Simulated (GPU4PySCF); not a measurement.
C₈H₁₂CuN₄, SMILES [N](->[Cu+](<-[N]#CC)(<-[N]#CC)<-[N]#CC)#CC, charge +1, multiplicity 1. Heavy atoms are numbered as in [Cu+:1](<-[N:4]#[C:3][CH3:2])(<-[N:10]#[C:9][CH3:8])(<-[N:16]#[C:15][CH3:14])<-[N:22]#[C:21][CH3:20]. Hydrogens are named by the atom that carries them.

The structure is a stationary point at PBE0-D3(BJ)/def2-TZVP. The spin state was assumed, not searched. The isomer is the one that the SMILES or the coordinates give; other isomers of the formula were not compared.

The numbers are results of PBE/pcSseg-1 (GPU4PySCF), not measurements.

GIAO shieldings, no solvent; atoms alike by connectivity are averaged. δ = σ(ref) − σ: ¹³C against TMS (σ = 182.0 ppm); ¹⁵N against NH3 (σ = 267.0 ppm); ¹H against TMS (σ = 31.49 ppm), references at their B3LYP-D3(BJ)/def2-TZVP geometries, non-relativistic (references run with PySCF on processors).

```json
[
 {"nucleus": "¹³C", "atoms": "C3", "count": "4", "δ (ppm)": "114.2"},
 {"nucleus": "¹³C", "atoms": "C2 (CH3)", "count": "4", "δ (ppm)": "0.9"},
 {"nucleus": "¹⁵N", "atoms": "N4", "count": "4", "δ (ppm)": "230.1"},
 {"nucleus": "¹H", "atoms": "H on C2", "count": "12", "δ (ppm)": "2.20"}
]
```
